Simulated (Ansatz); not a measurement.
Basis sets compared for K₄Bi₂⁺ (the lowest doublet isomer of a short search). Total charge 1; doublet. Geometry r2SCAN-D4/def2-SVP. Ansatz on 4 threads of Arm Neoverse V1 on a shared host; times are rough, and most runs start from earlier orbitals.

| atom | x (Å) | y (Å) | z (Å) |
| --- | --- | --- | --- |
| K1 | 2.3409 | -2.1154 | 0.4906 |
| K2 | -1.4478 | -0.2928 | -2.9362 |
| K3 | -1.7567 | -1.0750 | 3.4299 |
| K4 | -0.0728 | 3.1752 | 0.0336 |
| Bi5 | 1.5847 | 0.5559 | -1.4669 |
| Bi6 | -0.6482 | -0.2479 | 0.4491 |

In the def2 sets Bi takes a core potential; there is no spin–orbit coupling. The structure comes from a short search, and lower isomers may exist.

```
           level  functions  energy (Eh)  HOMO (eV)  LUMO (eV)  wall time
 PBE-D4/def2-SVP        148   -2827.8518      -4.92      -4.70       10 s
PBE0-D4/def2-SVP        148   -2828.0025      -5.46      -3.99       13 s
```

**Question.** Estimate the rows for PBE-D4/def2-TZVP (with forces), PBE0-D4/def2-TZVP.

**Answer.** 
```tsv
level	functions	energy (Eh)	HOMO (eV)	LUMO (eV)	wall time
PBE-D4/def2-TZVP (with forces)	232	-2828.1818	-4.98	-4.73	19 s
PBE0-D4/def2-TZVP	232	-2828.3244	-5.53	-4.03	31 s
```
